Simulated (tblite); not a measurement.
C₂H₆Al, doublet, geometry from GFN2-xTB (such geometries of metal compounds can be far from the true shape) (the spin is typed, not shown lowest); GFN1-xTB in tblite.

tblite was given this input:
```
$ tblite run mol.xyz --method gfn1 --charge 0 --spin 1 --spin-polarized --json tblite.json --no-restart

# file mol.xyz
9

Al     0.35199768    -0.19927276     0.39218526
C      1.16273168     0.29965867    -1.38755194
H      2.22627517     0.03493887    -1.43926309
H      1.09774163     1.37516455    -1.59155831
H      0.67263692    -0.20609115    -2.22804560
C     -1.59435430    -0.05530867     0.90665097
H     -2.23287698    -0.73254228     0.32682456
H     -1.99441749     0.95437693     0.75535734
H     -1.75559339    -0.30140102     1.96368260
```

Task: Predict the main parts of the log of this tblite run.

Result: 
```
xTB calculator
 | screened Coulomb repulsion
 | Coulomb electrostatics
 |  * isotropic Klopman-Ohno-Mataga-Nishimoto electrostatics
 |  * onsite third-order electrostatics
 | DFT-D3(BJ) dispersion correction
 | Interactions (1)
 | [1] spin polarization

halogen bonding energy    0.0000000000000E+00 Eh
repulsion energy          1.0546599833429E-01 Eh
dispersion energy        -2.0697601590990E-03 Eh
interaction energy        0.0000000000000E+00 Eh
number of electrons       1.7000000000000E+01 e
integral cutoff           4.0000000000000E+01 bohr

------------------------------------------------------------
  cycle        total energy    energy error   density error
------------------------------------------------------------
      1     -8.653221898407  -8.7566181E+00   3.8981872E-01
      2     -8.662617361533  -9.3954631E-03   2.1997793E-01
      3     -8.662816548231  -1.9918670E-04   2.6980713E-02
      4     -8.663020505847  -2.0395762E-04   4.5127990E-03
      5     -8.663027157436  -6.6515890E-06   2.8690158E-03
      6     -8.663031257408  -4.0999718E-06   3.3490943E-04
      7     -8.663031338514  -8.1106315E-08   6.3760807E-05
      8     -8.663031339553  -1.0390071E-09   1.6775170E-05
------------------------------------------------------------

electronic energy        -8.7664275777285E+00 Eh
total energy             -8.6630313395533E+00 Eh

Post processing:
 | Mayer-Wiberg bond orders

[Info] JSON dump of results written to 'tblite.json'
```
